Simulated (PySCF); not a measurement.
**Mass spectrum arithmetic for cyclo-(H2SnO)3**

Species: H6O3Sn3.

Calculated from isotope tables alone.

Task: Molar mass and exact mass?

Result: For H6O3Sn3, with standard atomic weights, 3 × 118.710 + 6 × 1.008 + 3 × 15.999 = 410.175 g/mol. From the most abundant isotopes (120Sn, 1H, 16O), 3 × 119.902195 + 6 × 1.007825 + 3 × 15.994915 = 413.7383 u.

Task: Work out the cluster of the molecular ion M+•, one line a nominal mass.

Result: 
```tsv
nominal mass	m/z (centroid)	relative intensity
398	397.7400	0.6
399	398.7407	0.5
400	399.7393	2.0
401	400.7401	1.9
402	401.7384	7.0
403	402.7387	6.9
404	403.7375	19.5
405	404.7380	19.8
406	405.7372	46.8
407	406.7380	42.2
408	407.7372	79.1
409	408.7382	59.8
410	409.7375	100.0
411	410.7387	57.2
412	411.7379	88.0
413	412.7396	37.3
414	413.7388	63.4
415	414.7411	17.7
416	415.7400	34.4
417	416.7421	8.4
418	417.7410	18.8
419	418.7438	1.6
420	419.7425	5.7
421	420.7451	0.6
422	421.7439	2.7
424	423.7453	0.4
426	425.7470	0.1
```

Lines under 0.1 % of the tallest are left out. One electron mass, 0.00055 u, is taken off. Abundances used (%; other tables differ somewhat): 112Sn 0.97, 114Sn 0.66, 115Sn 0.34, 116Sn 14.54, 117Sn 7.68, 118Sn 24.22, 119Sn 8.59, 120Sn 32.58, 122Sn 4.63, 124Sn 5.79; 1H 99.9885, 2H 0.0115; 16O 99.757, 17O 0.038, 18O 0.205.

Task: Protons, neutrons, electrons, and exact less nominal mass of the monoisotopic species?

Result: 180 protons, 234 neutrons and 180 electrons; 413.7383 − 414 = -0.2617 u.

Task: Which m/z would the protonated, sodiated and deprotonated molecule have?

Result: [M+H]+ 414.7456, [M+Na]+ 436.7275, [M−H]− 412.7310, for the monoisotopic species (arithmetic only; whether such ions form is another matter).

Task: What share of all molecules is the monoisotopic species?

Result: 0.3258^3 × 0.999885^6 × 0.99757^3 = 3.43 %.

Task: List the species in which a single atom is changed from its most abundant isotope.

Result: Intensity in % of the monoisotopic species:

| isotope | mass shift (u) | m/z | intensity (%) |
| --- | --- | --- | --- |
| 112Sn | -7.99738 | 405.7404 | 8.93 |
| 114Sn | -5.99942 | 407.7383 | 6.08 |
| 115Sn | -4.99885 | 408.7389 | 3.13 |
| 116Sn | -4.00045 | 409.7373 | 133.89 |
| 117Sn | -2.99924 | 410.7385 | 70.72 |
| 118Sn | -2.00059 | 411.7371 | 223.02 |
| 119Sn | -0.99889 | 412.7388 | 79.10 |
| 17O | +1.00422 | 414.7419 | 0.11 |
| 2H | +1.00628 | 414.7440 | 0.07 |
| 122Sn | +2.00124 | 415.7390 | 42.63 |
| 18O | +2.00425 | 415.7420 | 0.62 |
| 124Sn | +4.00308 | 417.7408 | 53.31 |

Species under 0.02 % are left out.

Task: Give the mass fraction of each element.

Result: Sn 86.82 %, H 1.47 %, O 11.70 %.
